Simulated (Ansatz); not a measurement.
`[CH3][SnH]([F])[I]` + H₂ → `[CH3][SnH2][I]` + H–F at 700 K and 1 bar (hydrogenolysis of the Sn–F bond).

Gas-phase electronic energies from Ansatz, PBE0-D4/def2-TZVP geometries. CCSD(T)/CBS adds triple-zeta CCSD(T) − MP2 to the extrapolated MP2 energy (def2 sets, frozen cores). This one scheme is used for every species. def2 core potentials past Kr. For I, Sn outer-core shells are correlated without core-valence functions, which leaves a few kJ/mol of doubt a bond.

```
             species  CCSD(T)/CBS energy (Eh)  H − E (kJ/mol)  S (J/(mol·K))
`[CH3][SnH]([F])[I]`               -651.80248           189.0          476.5
                  H₂                 -1.17544            46.8          155.3
    `[CH3][SnH2][I]`               -552.56585           195.5          442.5
                 H–F               -100.39570            45.2          198.5
```

H − E and S are ideal-gas, rigid-rotor, harmonic terms from PBE0-D4/def2-TZVP, for one conformer and one mirror image of each species. For small species the MP2-based limit differs from directly extrapolated CCSD(T) by up to some mEh (0.8 for H₂); such offsets cancel only in part. 1 Eh = 2625.50 kJ/mol, R = 8.31446 J/(mol·K).

Task: By hand: ΔE, ΔH, ΔS and ΔG.

Result: ΔE = (-552.56585) + (-100.39570) − (-651.80248) − (-1.17544) = 0.01637 Eh = 43.0 kJ/mol. Δ(H − E) = 195.5 + 45.2 − 189.0 − 46.8 = 4.9, so ΔH = 47.9 kJ/mol. ΔS = 442.5 + 198.5 − 476.5 − 155.3 = 9.2 J/(mol·K). ΔG = 47.9 − 700 × (9.2)/1000 = 41.5 kJ/mol.

Task: By hand: the equilibrium constant, and the temperature at which ΔG would vanish if ΔH and ΔS stayed fixed.

Result: log₁₀ K = −ΔG/(RT ln 10) = -3.1. ΔG = 0 at ΔH/ΔS = 5207 K, far beyond where these terms or the molecules hold.

The number of gas molecules stays the same, so ΔS is small and ΔH decides. A doubt of 5 kJ/mol in ΔE shifts log₁₀ K by 0.4 here. Other conformers and mirror images would add mixing entropy, several J/(mol·K) or more a flexible species. These are equilibria of isolated gas molecules and say nothing of rates. Largest T1 diagnostic: 0.011 (customary marks: 0.02 for closed shells, 0.045 for open ones).
